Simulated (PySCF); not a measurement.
C2H10O2Si2, SMILES O[C@@H](C)[SiH2]O[SiH3]. Atoms are numbered in the order given.

```xyz
16

C     -2.3718    -1.0497    -0.0932
C     -1.6716     0.0910    -0.8300
O     -0.9694    -0.3770    -1.9821
Si    -0.4031     0.9991     0.2354
O      0.8495    -0.1066     0.3342
Si     2.3867    -0.2176     0.9572
H     -3.0097    -1.6150    -0.7910
H     -2.9984    -0.6707     0.7305
H     -1.6339    -1.7477     0.3376
H     -2.4286     0.8012    -1.2046
H     -0.2142    -0.8871    -1.6589
H      0.0875     2.2444    -0.4211
H     -0.8978     1.3246     1.6073
H      3.2453     0.8736     0.4115
H      2.9496    -1.5389     0.5707
H      2.3491    -0.1045     2.4442
```
Charge 0, spin multiplicity 1.

The structure is a stationary point at ωB97X-D3(BJ)/def2-SVP. The structure was generated by enumeration; whether it is a known compound was not checked. One conformer was computed; it need not be the lowest.

Calculation: PBE/def2-TZVP (PySCF).

The molecule is in vacuum.

Computed frontier levels, gap, dipole moment and polarisability:
| Property | Result |
|---|---|
| highest occupied level | -5.96 eV |
| lowest empty level | -1.20 eV |
| orbital gap | 4.76 eV |
| dipole moment | 1.27 D |
| quadrupole, principal values (traceless, Buckingham form, about the centre of nuclear charge) | -7.32, 0.54, 6.79 D·Å |
| mean static polarisability | 86.5 bohr³ (12.81 Å³) |
| polarisability, principal values | 79.7, 83.3, 96.4 bohr³ |
